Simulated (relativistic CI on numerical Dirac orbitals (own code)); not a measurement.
**Mo XX: q coefficients and field-shift factors**

These numbers are calculated, not measured: Dirac-Coulomb-Breit CI, KLI orbitals optimised for each configuration, derivatives by finite differences, unscaled Slater integrals, QED left out (own radial code, finite nucleus).

CI space (outside the closed core [Ne]): 3s²3p⁶3d⁵, 3s²3p⁵3d⁶, 3s²3p⁴3d⁷, 3s3p⁶3d⁶, 3p⁶3d⁷, 3s3p⁵3d⁷, 3s²3p⁶3d⁴4s, 3s²3p⁶3d³4s². Levels of other configurations are missing.

With x = (α/α₀)² − 1 an excitation energy changes as ω = ω₀ + qx; K = 2q/ω₀ is the relative enhancement. Terms are leading LS components, so labels can repeat. The field-shift factor is F = δν/δ⟨r²⟩ for the transition from the lowest level.

Lowest level 3s²3p⁶3d⁵ ⁶S5/2.

```csv
Level,ω₀ (cm⁻¹),q (cm⁻¹),F (GHz/fm²)
3s²3p⁶3d⁵ ⁴G5/2,89860.6,-28450,-0.0528
3s²3p⁶3d⁵ ⁴G7/2,102835.7,-5046,0.0962
3s²3p⁶3d⁵ ⁴G11/2,104400.6,-755.2,0.128
3s²3p⁶3d⁵ ⁴P3/2,104416.3,-8179,0.0446
3s²3p⁶3d⁵ ⁴G5/2,104776.0,-28.27,0.105
3s²3p⁶3d⁵ ⁴G9/2,107209.6,4076,0.152
3s²3p⁶3d⁵ ⁴P1/2,111878.8,1470,0.1
3s²3p⁶3d⁵ ⁴D7/2,126289.6,7552,0.149
3s²3p⁶3d⁵ ⁴D5/2,134039.7,7094,0.157
3s²3p⁶3d⁵ ⁴D1/2,136993.3,20150,0.214
3s²3p⁶3d⁵ ⁴D3/2,139738.3,21460,0.229
3s²3p⁶3d⁵ ²I11/2,149990.5,352.7,0.216
3s²3p⁶3d⁵ ²F5/2,158078.7,21170,0.259
```

At this charge energies of transitions that change n are usually good to better than 1 %, and those within a shell (Δn = 0) to a few per cent. Terms inside the open d or f shell come out 10 to 20 % too wide with unscaled integrals.

(1) Which transition from the lowest level has the largest |K|?

## Answers

(1) 3s²3p⁶3d⁵ ⁴G5/2 at 89860.6 cm⁻¹, K = -0.633.
